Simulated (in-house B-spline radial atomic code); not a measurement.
A radial electron density 4πr²n(r) was computed for an atom or ion in its tabulated ground configuration with an all-electron radial atomic-structure program (B-spline basis); method: non-relativistic Hartree-Fock, average of configuration. Columns: r (bohr), 4πr²n(r) (electrons per bohr), bar.

```
 0.00133    2.029 #
 0.00164    2.985 #
 0.00202     4.35 ##
  0.0025    6.332 ###
 0.00308    9.039 #####
  0.0038    12.75 ######
 0.00469    17.68 #########
 0.00578    23.93 ############
 0.00713    31.58 ################
  0.0088    40.37 ####################
  0.0109    49.74 #########################
  0.0134    58.03 #############################
  0.0165    64.17 ################################
  0.0204    66.77 ##################################
  0.0251    65.35 #################################
   0.031    61.45 ###############################
  0.0383    58.71 ##############################
  0.0472    61.27 ###############################
  0.0582    70.44 ###################################
  0.0718    82.03 #########################################
  0.0886    87.56 ############################################
   0.109    81.75 #########################################
   0.135    69.29 ###################################
   0.166    63.54 ################################
   0.205    69.11 ###################################
   0.253    73.74 #####################################
   0.312    62.27 ###############################
   0.385    39.33 ####################
   0.475    24.72 ############
   0.587    25.39 #############
   0.724    28.32 ##############
   0.893    23.09 ############
     1.1    13.59 #######
    1.36    6.639 ###
    1.68    3.586 ##
    2.07    2.132 #
    2.55    1.021 #
    3.15   0.3128 
    3.88  0.05578 
    4.79 0.004955 
    5.91 0.0001958 
    7.29 2.884e-06
```

(1) Which atom or ion is it?
A. Xe4+
B. I5+
C. Te4+
D. I4+

## Answers

(1) D. The area under the curve, ∫4πr²n dr = ∫r·4πr²n d(ln r) on this logarithmic grid, is 49 electrons, which only this option has. The configuration is [Kr] 4d10 5s2 5p1.
